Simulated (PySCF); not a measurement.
Mo(OH)2 (H2MoO2), SMILES [OH][Mo][OH] (connectivity only; charge and spin as stated), neutral, multiplicity 3. Atoms are numbered in the order given.

```xyz
5

Mo     0.0000     0.0000    -0.0957
O      0.0000     1.8119     0.1721
H      0.0000     2.6533     0.6317
O      0.0000    -1.8119     0.1721
H      0.0000    -2.6533     0.6317
```
Charge 0, spin multiplicity 3.

Geometry optimised at B3LYP-D3(BJ)/def2-TZVP. The multiplicity is an assumed one; other spin states were not compared. The def2 effective core potentials stand for the cores of Mo; spin–orbit coupling is left out. The values are those of a single conformer.

The numbers are results of TDA-PBE/def2-SVPD (PySCF), not measurements.

Vertical excitations. Gas-phase values at a fixed geometry.

Q: Estimate the UV-visible absorptions. (The exact figures need the calculation; the answer reports its results.)

A: 
| state | energy (eV) | λ (nm) | f | main pairs |
|---|---|---|---|---|
| root 1 | 0.28 | 4376 | 0.000 | β HOMO→LUMO+1 100 % |
| root 2 | 0.29 | 4260 | 0.000 | β HOMO→LUMO 100 % |
| root 3 | 0.91 | 1361 | 0.000 | α HOMO→LUMO 23 %, β HOMO→LUMO+2 77 % |
| root 4 | 1.05 | 1182 | 0.000 | α HOMO→LUMO+1 20 %, β HOMO→LUMO+3 79 % |
| root 5 | 1.41 | 882 | 0.000 | α HOMO→LUMO 77 %, β HOMO→LUMO+2 22 % |
| root 6 | 1.49 | 830 | 0.001 | α HOMO→LUMO+1 76 %, β HOMO→LUMO+3 21 % |
| root 7 | 1.77 | 701 | 0.000 | α HOMO−2→LUMO 52 %, α HOMO−1→LUMO+1 48 % |
| root 8 | 1.77 | 700 | 0.000 | α HOMO−1→LUMO 54 %, α HOMO−2→LUMO+1 44 % |
| root 9 | 2.19 | 566 | 0.001 | α HOMO−2→LUMO+1 55 %, α HOMO−1→LUMO 42 % |
| root 10 | 2.22 | 559 | 0.000 | α HOMO−1→LUMO+1 51 %, α HOMO−2→LUMO 47 % |
Unrestricted roots are not spin-pure.
